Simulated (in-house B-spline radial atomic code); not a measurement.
Atomic self-consistent-field run: Mo2+. Computed with a B-spline radial code for spherical atoms: Dirac-Hartree-Fock, average of configuration, Fermi nucleus of rms radius 4.4091 fm, inside a hard spherical wall at 2.32 bohr.

Command:
```bash
python run_scf.py task.json out
```
Settings (nuclear radius in fm, mass in u):
```
Z                42
configuration    [Kr] 4d4
hamiltonian      dirac
method           hf
spin_polarised   False
nucleus          fermi
rms_radius       4.4091
atomic_mass      97.9054
speed_of_light   137.035999084
wall_radius      2.32
```

Output (hartree, bohr):
```
 radial grid: 59 intervals, B-splines of order 8, outer radius 2.32 bohr

 iter        energy (Eh)    residual
    1       -4043.126060    5.29e-01
    2       -4043.548817    8.19e-02
    3       -4043.617421    2.11e-02
    4       -4043.622262    5.56e-03
    5       -4043.622562    2.71e-03
    6       -4043.622641    1.42e-04
    7       -4043.622642    7.62e-06
    8       -4043.622642    1.25e-07

 total energy                     -4043.62264
 kinetic                            4210.5222
 electron-nucleus                  -9796.4295
 electron-electron                  1542.2847

 first-order corrections (not in the total)
   Gaunt                             2.6969
   retardation                      -0.2676
   frequency dependence             -0.0169
   self-energy                       1.8091
   Uehling                          -0.2069
   Wichmann-Kroll                    0.0031

 orbital      occ     eigenvalue          <r>       <r^2>       <1/r>       r_max    small
 1s1/2      2.000      -739.1159     0.035156   0.0016679     43.5519     0.02288  2.35e-02
 2s1/2      2.000      -106.8855     0.153081   0.0276947     9.93695      0.1295  4.84e-03
 2p1/2      2.000       -97.9513     0.130862   0.0210265     9.87747      0.1011  4.81e-03
 2p3/2      4.000       -94.0121     0.135388   0.0223798      9.4103      0.1048  4.65e-03
 3s1/2      2.000       -19.2288     0.426787    0.208684     3.40224      0.3829  1.29e-03
 3p1/2      2.000       -15.7769     0.422421    0.207734     3.29234      0.3712  1.23e-03
 3p3/2      4.000       -15.1079     0.432504    0.217582     3.18301      0.3802  1.19e-03
 3d3/2      4.000        -9.0340     0.414242    0.206347      2.9759      0.3227  1.06e-03
 3d5/2      6.000        -8.9097     0.417699    0.209665     2.94705      0.3254  1.05e-03
 4s1/2      2.000        -2.9820      1.09077     1.32159     1.21964       1.003  2.75e-04
 4p1/2      2.000        -1.8740      1.14699     1.45862       1.139       1.066  2.49e-04
 4p3/2      4.000        -1.7729      1.16257     1.49605     1.11776       1.087  2.45e-04
 4d3/2      1.600        -0.1452      1.26031     1.74912    0.997152        1.24  2.14e-04
 4d5/2      2.400        -0.1298      1.26373     1.75803    0.993712       1.246  2.13e-04
```

Cost of the run: 0.47 s on 1 thread of Arm Neoverse V2, on a shared host.

For the Dirac Hamiltonian the kinetic term is c α·p + (β - 1)c².
